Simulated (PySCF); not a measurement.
How methods differ on the ionisation energy of As(20+)

As(20+) [Ne] 3s2 3p1 (2P) → As(21+) [Ne] 3s2 (1S), as a difference of total energies. Computed with PySCF 2.14 in an even-tempered Gaussian basis (18 s from 1.7 bohr⁻², ratio 2.5; 12 p from 2.2 bohr⁻², ratio 2.5; 5 d from 10 bohr⁻², ratio 2.7; 4 f from 16 bohr⁻², ratio 2.7), with the spin-free X2C one-electron Hamiltonian (Gaussian nucleus). Correlated levels: outer shells: 1s2 frozen; virtual orbitals above 40 to 60 times the deepest correlated orbital energy dropped. The calculations carry no spin-orbit coupling.

```tsv
method	ionisation energy (eV)
UHF	813.50
LDA	814.98
PBE	815.24
PBE0	815.08
r2SCAN	815.14
TPSSh	815.30
B2PLYP	814.99
MP2 (outer shells)	814.06
SCS-MP2 (outer shells)	813.96
```

**Question.** How much does correlation contribute at MP2 (outer shells)?

**Answer.** 814.06 − (813.50) = 0.56 eV, measured against UHF.

A first-order spin-orbit estimate (lowest level to lowest level, LS coupling) adds 5.086 eV.

Breit and QED terms and the two-electron picture change are absent.

For comparison: 814 ± 4 eV (semi-empirical (NIST evaluation); NIST Atomic Spectra Database, ionization energies).
